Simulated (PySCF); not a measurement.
**The 5-electron isoelectronic series, non-relativistic**

Calculated with PySCF 2.14 from differences of total energies of unrestricted determinants, without spin-orbit coupling. Each ion has its own even-tempered basis scaled to its charge (17s10p5d5f4g for the first); frozen: nothing. Ionisation energies in eV, correlation energies of the ion in mhartree.

```tsv
ion	configuration	UHF	LDA	PBE	PBE0	r2SCAN	MP2 (all electrons)	E_corr MP2	NIST (with spin-orbit, Breit and QED)
Sn⁴⁵⁺	[He] 2s2 2p1 (2P)	7489.7	7483.7	7490.8	7490.7	7492.7	7487.6	-298.2	7790 ± 4 (t)
Te⁴⁷⁺	[He] 2s2 2p1 (2P)	8142.0	8135.7	8143.1	8143.0	8145.2	8139.8	-305.5	8499 ± 4 (t)
Xe⁴⁹⁺	[He] 2s2 2p1 (2P)	8821.5	8814.9	8822.7	8822.6	8824.8	8819.2	-312.8	9243 ± 4 (t)
Ba⁵¹⁺	[He] 2s2 2p1 (2P)	9528.3	9521.3	9529.4	9529.4	9531.6	9525.8	-320.2	10023 ± 4 (t)
Ce⁵³⁺	[He] 2s2 2p1 (2P)	10262.3	10254.9	10263.4	10263.3	10265.7	10259.7	-327.5	10840 ± 5 (t)
Sm⁵⁷⁺	[He] 2s2 2p1 (2P)	11811.8	11803.7	11813.0	11812.9	11815.5	11809.0	-342.3	12588 ± 6 (t)
Gd⁵⁹⁺	[He] 2s2 2p1 (2P)	12627.4	12619.0	12628.6	12628.5	12631.2	12624.5	-349.7	13521 ± 7 (t)
Dy⁶¹⁺	[He] 2s2 2p1 (2P)	13470.3	13461.5	13471.5	13471.4	13474.0	13467.2	-357.1	14495 ± 12 (t)
Er⁶³⁺	[He] 2s2 2p1 (2P)	14340.3	14331.1	14341.5	14341.4	14344.2	14337.1	-364.5	15511 ± 19 (t)
```

Problem. Interpolate the row of Nd⁵⁵⁺.

Solution. configuration [He] 2s2 2p1 (2P); UHF 11023.4; LDA 11015.7; PBE 11024.6; PBE0 11024.5; r2SCAN 11027.0; MP2 (all electrons) 11020.7; E_corr MP2 -334.9; NIST (with spin-orbit, Breit and QED) 11694 ± 5 (t).

Each ion has its own basis, which adds noise of up to about 0.1 % along the series.

NIST values marked (s) are semi-empirical, (t) theoretical. Open shells are high-spin determinants of the terms that Hund's rules give.

MP2 underrates the 2s², 2p² near-degeneracy of four-electron ions.

All relativistic terms are absent from the calculated values; where these lie close to NIST, scalar and spin-orbit shifts of opposite sign can cancel.
